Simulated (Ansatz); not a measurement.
Relaxation of C₂H₇FN₂Si (13 atoms, charge 0, multiplicity 1), to a largest force component of 0.02 eV/Å in at most 50 steps.

All numbers below come from RKS B3LYP/def2-SVP in Ansatz 0.2.0.

```xyz
13
Properties=species:S:1:pos:R:3
C 0.487 -1.871 0.774
C 0.554 -0.389 0.407
F 1.306 0.388 1.246
N 0.670 0.010 -0.981
Si -0.901 0.465 -0.380
N -0.734 2.133 -0.699
H 1.464 -2.267 0.846
H -0.086 -2.397 0.022
H -0.045 -1.921 1.779
H 1.129 0.859 -1.076
H -0.416 1.773 -1.621
H -1.629 2.558 -0.763
H -0.314 2.599 0.066
```

Task: Where does it end, and by what steps?

Result: The run converged. After 17 steps the energy has fallen by 3.700 eV; H10 moved furthest, 1.38 Å.

| step | energy less start (eV) | largest force component (eV/Å) | accepted |
| --- | --- | --- | --- |
| 0 | 0.0000 | 6.687 | yes |
| 1 | -1.7671 | 3.773 | yes |
| 2 | -2.6374 | 1.246 | yes |
| 3 | -2.9462 | 0.901 | yes |
| 4 | -3.2161 | 0.785 | yes |
| 5 | -3.3765 | 1.016 | yes |
| 6 | -3.4534 | 1.184 | yes |
| 7 | -3.5909 | 0.480 | yes |
| 8 | -3.6472 | 0.599 | yes |
| 9 | -3.6747 | 0.288 | yes |
| 10 | -3.6852 | 0.453 | yes |
| 11 | -3.6129 | 1.574 | no |
| 12 | -3.6912 | 0.141 | yes |
| 13 | -3.6952 | 0.199 | yes |
| 14 | -3.6977 | 0.087 | yes |
| 15 | -3.6995 | 0.055 | yes |
| 16 | -3.6996 | 0.024 | yes |
| 17 | -3.6997 | 0.009 | yes |

```xyz
13
Properties=species:S:1:pos:R:3
C 0.508 -1.664 0.878
C 0.287 -0.368 0.141
F 0.761 0.686 1.049
N 0.707 -0.179 -1.160
Si -1.025 0.148 -1.215
N -0.823 2.177 -0.532
H 1.587 -1.847 1.040
H 0.101 -2.505 0.296
H 0.016 -1.650 1.863
H 1.628 -0.325 -1.566
H -0.392 2.795 -1.222
H -1.694 2.608 -0.215
H -0.177 2.062 0.265
```

Run time: 76 s on 2 threads of Arm Neoverse V1, with other jobs on the host, peak memory 0.3 GiB.
